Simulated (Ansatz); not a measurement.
`F[B](Cl)[GeH3]` + HBr → `FB(Cl)Br` + GeH₄  (cleavage of the B–Ge bond)

Gas-phase electronic energies from Ansatz, PBE0-D4/def2-TZVP geometries. CCSD(T)/CBS adds triple-zeta CCSD(T) − MP2 to the extrapolated MP2 energy (def2 sets, frozen cores). DFT in def2-TZVPP. HSE06 is defined as in plane-wave codes. For Br, Ge outer-core shells are correlated without core-valence functions, which leaves a few kJ/mol of doubt a bond. Scalar relativity is left out up to krypton.

Task: Is it downhill or uphill in electronic energy at CCSD(T)/CBS, and by how much? (An estimate is asked.)

Result: Ansatz gave: Downhill: ΔE = -17.8 kcal/mol.

Task: What do these levels give: LDA (SPW92), revPBE-D4, HSE06-D4, BHLYP-D4, PBE, r2SCAN, PBE0, BHLYP, LC-ωPBE, RPA@PBE/def2-TZVPP, HF/def2-QZVPP, CCSD/CBS(def2)? (An estimate is asked.)

Result: Ansatz gave: LDA (SPW92) -18.0, revPBE-D4 -18.0, HSE06-D4 -18.1, BHLYP-D4 -18.8, PBE -17.6, r2SCAN -19.1, PBE0 -18.2, BHLYP -18.9, LC-ωPBE -18.0, RPA@PBE/def2-TZVPP -17.5, HF/def2-QZVPP -19.9, CCSD/CBS(def2) -17.8 kcal/mol.

Largest T1 diagnostic among the species: 0.013.

From BLYP to BHLYP (50 % exact exchange), in def2-TZVPP and without D4, ΔE moves by −1.3 kcal/mol. At CCSD(T), def2-SVP lies −2.6 kcal/mol from the extrapolated value and def2-TZVPP −0.2 kcal/mol. Leaving LDA and LC-ωPBE aside and taking each functional with its dispersion term where it has one, the values, not all of them listed here, spread over 2.8 kcal/mol, from B97M-V to PBE-D4.
